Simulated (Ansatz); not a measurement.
Li₅H₈⁺, relaxed as a singlet with RKS r2SCAN-D4/def2-TZVP in Ansatz, starting from the GFN1-xTB geometry. Force threshold 0.02 eV/Å.

In the singlet, H9 and H13 lie 0.75 Å apart, H7 and H11 lie 0.75 Å apart (atoms count from 1), so H2 has formed as a molecule. The structure comes from a short search, and lower isomers may exist.

Start:

```xyz
13

Li   -1.4216   -1.6388   -0.7841
Li    1.2005   -0.0601   -1.0212
Li    0.4671   -1.3705    0.8096
Li    1.4406    1.6133    0.7835
Li   -0.9629    0.7537    0.2353
H     0.2943   -1.5892   -1.1052
H     1.7932    3.2885    1.4682
H     0.2827    1.5068   -0.6475
H    -3.0920   -2.0976   -1.3879
H     1.7425   -0.1141    0.8454
H     2.1975    2.8237    1.9525
H    -1.2955   -0.7938    0.8440
H    -2.6463   -2.3220   -1.9926
```

| step | energy (eV) | largest force component (eV/Å) | SCF passes |
| --- | --- | --- | --- |
| 1 | -1147.9499 | 0.870 | 12 |
| 2 | -1148.2426 | 0.294 | 15 |
| 3 | -1148.3360 | 0.128 | 14 |
| 4 | -1148.3522 | 0.155 | 15 |
| 5 | -1148.3768 | 0.043 | 15 |
| 6 (rejected) | -1148.3766 | 0.046 | 15 |
| 7 | -1148.3787 | 0.013 | 16 |
| 8 | -1148.3796 | 0.012 | 10 |
| 9 | -1148.3811 | 0.031 | 16 |
| 10 | -1148.3819 | 0.065 | 16 |
| 11 | -1148.3820 | 0.104 | 16 |
| 12 | -1148.3836 | 0.059 | 10 |
| 13 | -1148.3845 | 0.006 | 16 |
| 14 | -1148.3849 | 0.007 | 11 |

Force components are those of the run's own axes.

End:

Cartesian coordinates in Å:
```
Li -1.491 -1.669 -0.857
Li 1.094 0.052 -1.078
Li 0.376 -1.257 0.848
Li 1.487 1.655 0.882
Li -1.404 1.119 0.257
H 0.220 -1.497 -1.015
H 2.347 3.376 1.696
H 0.165 1.656 -0.347
H -3.143 -2.701 -1.620
H 1.680 -0.053 0.711
H 2.770 2.849 2.018
H -1.492 -0.609 0.603
H -2.610 -2.921 -2.098
```

Bonds lost: Li1–H9, Li1–H13, Li4–H7, Li4–H11 (atoms count from 1).

The force fell under the threshold at step 7, but the optimiser went on and released 0.006 eV more. No frequencies were taken in this run, so the end may be a saddle point.

It took 17 s on 4 threads of Arm Neoverse V1 on a shared host.
